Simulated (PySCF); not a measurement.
Predicted microwave data (PBE0-D3(BJ)/def2-SVP geometry optimisation, gas phase in PySCF 2.14.0) for one isomer of CH9NSeSi2:

```
Rotational constants : A = 2406, B = 1395, C = 1141 MHz
Dipole components    : |μa| = 2.29 D, |μb| = 1.68 D, |μc| = 0.36 D
Inertial defect      : -129.30 u·Å²
κ                    : -0.60
```

Question: Which candidate fits, each taken in the one conformer that was computed?
A. `[CH3:1][NH:2][SiH2:3][Se:4][SiH3:5]` with C1–N2–Si3–Se4 -140°, N2–Si3–Se4–Si5 42°
B. `[CH3:1][Si@@H:2]([NH2:3])[Se:4][SiH3:5]` with C1–Si2–N3–H -27° and 180°, C1–Si2–Se4–Si5 -79°
C. `[CH3:1][Si@H:2]([SeH:3])[SiH2:4][NH2:5]` with C1–Si2–Se3–H 74°, C1–Si2–Si4–N5 -39°, Si2–Si4–N5–H 57° and -166°

Answer: B. It is C[Si@@H](N)[Se][SiH3], an asymmetric top, point group C1. The candidates at the same level (rigid rotor, commonest isotopes):

```tsv
SMILES	A (MHz)	B (MHz)	C (MHz)	μa (D)	μb (D)	μc (D)	Δ (u·Å²)	point group	rotor
C[Si@H]([SeH])[SiH2]N	3217	880.3	731.5	1.86	1.49	0.57	-40.34	C1	asymmetric top
C[Si@@H](N)[Se][SiH3]	2406	1395	1141	2.29	1.68	0.36	-129.30	C1	asymmetric top
CN[SiH2][Se][SiH3]	2767	1253	918.5	2.26	0.72	0.50	-35.89	C1	asymmetric top
```

`CN[SiH2][Se][SiH3]` has C 19 % too low; `C[Si@H]([SeH])[SiH2]N` has B 37 % too low. No structure here is proved a minimum.
